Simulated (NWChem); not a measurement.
# C$_{3}$H$_{2}$F$_{2}$O$_{2}$; SMILES O1C=COC1(F)F

```xyz
9

F     -1.0683     0.0000     1.3458
C      0.0000     0.0000     0.5493
F      1.0683     0.0000     1.3458
O      0.0000    -1.1127    -0.2557
C      0.0000    -0.6655    -1.5550
C      0.0000     0.6655    -1.5550
O      0.0000     1.1127    -0.2557
H      0.0000    -1.4116    -2.3430
H      0.0000     1.4116    -2.3430
```
Atoms are numbered in this order, from 1.

Results from NWChem. Pople sets run with spherical d functions. STO-3G and 3-21G are far too small for this property and stand as cheap habits. All runs use the structure optimised with PBE0/def2-SVP. B3LYP is NWChem's, with the RPA form of VWN correlation. Field at 589 nm.

For level B3LYP/6-31G*:

- isotropic polarisability (bohr³) = 33.2

Q: What are these values for level B3LYP/STO-3G?

A: The isotropic polarisability (bohr³) comes out as 19.9.
